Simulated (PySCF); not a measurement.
## AlSi2H7O3

AlSi2H7O3 is a small molecule, neutral, singlet. The structure, one conformer, was relaxed in the gas phase by PBE0-D3(BJ)/def2-SVP. No frequency run checks that it is a minimum.

SMILES: [OH][Al]([OH])[O][SiH2][SiH3]

Coordinates in Å:
```
Si1     1.066   -1.295    0.031
Si2    -0.673   -1.400   -1.552
O3      1.022    0.106    0.923
Al4     0.053    1.489    1.084
O5      0.422    2.758    2.138
O6     -1.323    1.525    0.102
H7      0.969   -2.476    0.946
H8      2.378   -1.384   -0.685
H9     -2.018   -1.421   -0.904
H10    -0.597   -0.262   -2.519
H11    -0.503   -2.676   -2.323
H12     1.185    2.791    2.716
H13    -1.971    2.228    0.049
```

Shieldings: GIAO PBE0/pcSseg-1. Shifts are against computed references at the same level: H TMS (σ 31.27 ppm), Si TMS (σ 352.0 ppm). Core levels by delta-SCF with SCAN, pcX-2 on the ionised atom and pcseg-1 elsewhere, spin-free X2C (2p3/2 is the spin-free 2p value less a third of a first-order spin-orbit splitting); from the vacuum level, for chosen atoms.

(1) Give the NMR and core-level values of the distinct atoms.

(2) Which of Si1, Si2 holds its core electrons tightest, and by how much against the loosest?

(3) By CAM-B3LYP/def2-SVPD (TDDFT singlets, Tamm-Dancoff triplets, ionisation by delta-SCF), where does absorption start, and what does vertical ionisation take?

Answers

(1) 
```json
{"atoms": "Si1", "bonded to": "1 O + 1 Si + 2 H", "σ (ppm)": "373.5", "δ (ppm)": "-21.5", "core level (eV)": "2p3/2 106.94"}
{"atoms": "Si2", "bonded to": "1 Si + 3 H", "σ (ppm)": "458.4", "δ (ppm)": "-106.4", "core level (eV)": "2p3/2 106.24"}
{"atoms": "O3", "bonded to": "1 Al + 1 Si", "σ (ppm)": "326.0", "δ (ppm)": "-", "core level (eV)": "1s 537.44"}
{"atoms": "Al4", "bonded to": "3 O", "σ (ppm)": "475.8", "δ (ppm)": "-", "core level (eV)": "2p3/2 81.11"}
{"atoms": "O5", "bonded to": "1 Al + 1 H", "σ (ppm)": "326.4", "δ (ppm)": "-", "core level (eV)": "1s 538.41"}
{"atoms": "O6", "bonded to": "1 Al + 1 H", "σ (ppm)": "331.7", "δ (ppm)": "-", "core level (eV)": "-"}
{"atoms": "H7", "bonded to": "1 Si", "σ (ppm)": "25.80", "δ (ppm)": "5.47", "core level (eV)": "-"}
{"atoms": "H8", "bonded to": "1 Si", "σ (ppm)": "25.81", "δ (ppm)": "5.46", "core level (eV)": "-"}
{"atoms": "H9 H10 H11", "bonded to": "1 Si", "σ (ppm)": "27.79", "δ (ppm)": "3.48", "core level (eV)": "-"}
{"atoms": "H12", "bonded to": "1 O", "σ (ppm)": "29.84", "δ (ppm)": "1.43", "core level (eV)": "-"}
{"atoms": "H13", "bonded to": "1 O", "σ (ppm)": "30.18", "δ (ppm)": "1.09", "core level (eV)": "-"}
```

Values are those of this one static structure, with the three H of a rotating XH3 group averaged; atoms that internal rotation interchanges would show their mean in an NMR spectrum.

(2) Si1 (bonded to 1 O + 1 Si + 2 H), by 0.70 eV over Si2 (bonded to 1 Si + 3 H).

(3) The lowest singlet lies at 5.97 eV (f 0.010), the strongest of the first 6 at 7.56 eV (f 0.039), the lowest triplet at 5.55 eV; vertical ionisation takes 9.78 eV.
